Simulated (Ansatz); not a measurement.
Mulliken charges of `O[SiH2][InH][F]` from B3LYP/def2-TZVPP in Ansatz (PBE0-D4/def2-TZVP geometry).

```
atom   x (Å)   y (Å)   z (Å)  charge (e)
  O1  -0.686   1.254  -0.970      -0.405
 Si2   0.539   1.022   0.095       0.353
 In3   0.154  -1.458   0.609       0.621
  F4  -1.409  -1.427  -0.663      -0.544
  H5  -1.207   0.448  -1.122       0.231
  H6   0.407   1.891   1.295      -0.073
  H7   1.868   1.289  -0.517      -0.073
  H8   0.333  -3.020   1.273      -0.113
```

Q: By hand: the dipole of these point charges (1 e Å = 4.8032 D).

A: Σ q r = (0.848, -0.064, 0.705) e Å, of length 1.105 e Å = 5.31 D.

Q: How does the dipole of the full density compare? (Estimate.)

A: Ansatz gave: (0.529, -0.143, 0.475) e Å, 3.48 D; the point charges give 1.53 times that, at 8° from its direction.

Point charges leave out the atoms' own dipoles, such as those of lone pairs, and Mulliken's split depends on the basis, so the two needn't agree.

B3LYP here is the variant with VWN-RPA as its local correlation; programs differ in this.
